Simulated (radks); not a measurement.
Spherical jellium clusters: N electrons in a uniform positive sphere of charge N and radius rs N^(1/3), rs = 4.47 bohr. Calculated with a radial shooting solver with Libxc functionals: non-relativistic Kohn-Sham, PBEsol, spin-polarised, spherical densities. Levels are named by radial order and angular momentum (1s, 1p, 1d, 2s, ...), and open shells are averaged over m.

N = 4, configuration 1s2 1p(up 2, down 0). This is the lowest configuration that the search found. Occupied and some empty levels:

level    occupation  eigenvalue (eV)  <r> (bohr)
1s up             1          -3.8515       5.110
1s down           1          -3.3694       4.789
1p up             2          -2.5035       6.335
1p down           0          -1.8514       6.324
1d up             0         -0.97684       7.865
2s up             0         -0.74329       9.234

Energy (eV): total -6.27717, kinetic 6.0893, external -71.177, Hartree 34.654, exchange-correlation -12.658, background 36.815.
